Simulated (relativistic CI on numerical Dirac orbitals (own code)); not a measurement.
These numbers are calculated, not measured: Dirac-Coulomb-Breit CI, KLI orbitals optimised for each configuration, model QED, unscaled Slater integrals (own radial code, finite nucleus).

The strongest absorption lines from the ground level of an ion, among the configurations computed and to levels below about 9400 eV (vacuum wavelength in nm, gf): 0.13286 (0.096), 0.13394 (0.053), 0.13763 (0.27), 0.14822 (0.52), 0.17099 (0.3), 0.17670 (1.4), 0.19346 (2.4), 0.20999 (0.14).

(1) Which ion is it?
A. Ho⁵⁷⁺
B. Pr⁴⁹⁺
C. Eu⁵³⁺
D. Lu⁶¹⁺

## Answers

(1) C. Eu⁵³⁺ has 10 electrons and the ground level 2s2 2p6 1S_0; the strongest line goes to 2s2 2p5 3d 1P°_1. The pattern of lines fixes the number of electrons, and along that sequence the line energies rise steadily with the charge (about as its square where n changes within one kind of shell, about linearly where n is kept but much faster in heavy ions where fine structure, which grows about as Z⁴, sets the gap, and irregularly where shells cross), which fixes Z. Configurations outside the model, such as inner-shell arrays, can give stronger lines. At this charge energies of transitions that change n are usually good to better than 1 %, and those within a shell (Δn = 0) to a few per cent.

LS names give the leading component of a level, which can be under half, so a name can repeat, a term be missing and a line seem to break the LS rules.
